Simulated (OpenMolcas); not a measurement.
**Ag3+ in CaF2**

Ag3+ with its 8 nearest fluoride ions at 2.251 Å, on the Ca site of CaF2 (a = 5.46294 Å, distance in the model lattice 2.366 Å). The rest of the host is ab initio model potentials to 7.6 Å and point charges beyond; the distance is set by hand and nothing relaxes, and no local charge compensation is placed. Ligand basis ANO-RCC-VDZP.

```yaml
Program: OpenMolcas
Method: CASSCF
Basis: ANO-RCC-VDZP [6s5p3d1f]
Scalar_Hamiltonian: DKH2, point nucleus
Active_space: 8 electrons in 5 orbitals (4d)
State_averaging: 2S+1 = 3 even, 10 roots; 2S+1 = 1 even, 15 roots
Spin-orbit_coupling: state interaction with AMFI integrals over the reference wave functions
```

The lowest spin-free states (labels of O, the rotations of Oh), above the lowest:

```tsv
State	Degeneracy	E (cm-1)
3T1	3	0.0
3T2	3	9273
1E	2	9371
1T2	3	12389
3T1	3	19567
3A2	1	20472
1T2	3	22039
1A1	1	22857
1T1	3	24186
1E	2	34770
1A1	1	51986
```

The lowest levels with spin-orbit coupling:

| E (cm-1) | Degeneracy | Label | 2S+1 |
| --- | --- | --- | --- |
| 0.0 | 1 | A1 | 3 |
| 948.9 | 3 | T1 | 3 |
| 2412 | 2 | E | 3 |
| 3078 | 3 | T2 | 3 |
| 10614 | 3 | T2 | 3 (76 %) |
| 11172 | 2 | E | 1 (65 %) |
| 11509 | 3 | T1 | 3 |
| 12358 | 2 | E | 3 (72 %) |
| 12520 | 1 | A2 | 3 |
| 15640 | 3 | T2 | 1 (68 %) |
| 21345 | 3 | T2 | 3 (80 %) |
| 21626 | 2 | E | 3 |
| 22265 | 1 | A1 | 3 (79 %) |
| 22579 | 3 | T2 | 3 (80 %) |
| 22739 | 3 | T1 | 3 |
| 25895 | 3 | T2 | 1 (66 %) |
| 26214 | 1 | A1 | 1 (79 %) |
| 26747 | 3 | T1 | 1 |
| 37577 | 2 | E | 1 |
| 54849 | 1 | A1 | 1 |

Powder χT (cm3 K/mol): 0.00766 at 2 K, 0.0383 at 10 K, 0.191 at 50 K, 0.383 at 100 K, 0.763 at 200 K, 1.11 at 300 K. The effective moment at 300 K is 2.828 √(χT) = 2.99 μB.

The lowest level has 2S+1 = 3, for which the spin-only value is χT = S(S+1) / 2 = 1.000 cm3 K/mol (g = 2). The computed 1.114 at 300 K differs by +0.114, through orbital momentum, spin-orbit coupling and any other state in reach. With a threefold ground state the orbital momentum is unquenched, so the spin-only value is not expected to hold.

Metal share of the active 4d orbitals (Löwdin): 76, 76, 76, 94, 94 %; Mulliken charge of the metal 1.86.

An orbital triplet at a regular site is open to Jahn-Teller coupling, which can distort the site and quench the lowest spin-orbit gaps and is left out. Without dynamic correlation the repulsion within the d shell is too large (B by tens of per cent), so at a given field states of lower spin stand too high. Real 4d8 and 5d8 ions are as a rule square planar and diamagnetic. The least metal-like active orbital is 76 % on the metal (Löwdin) and no ligand orbital is active, so the numbers are rough. With metal d orbitals alone the field can be off either way by tens of per cent. Ligand-to-metal charge-transfer states are missing. With no ligand orbital active B as a rule stays too high, so bands that hang on it stand too high and its fall with covalency is understated. No measured value stands beside these numbers; the geometry was set by hand and not optimised.
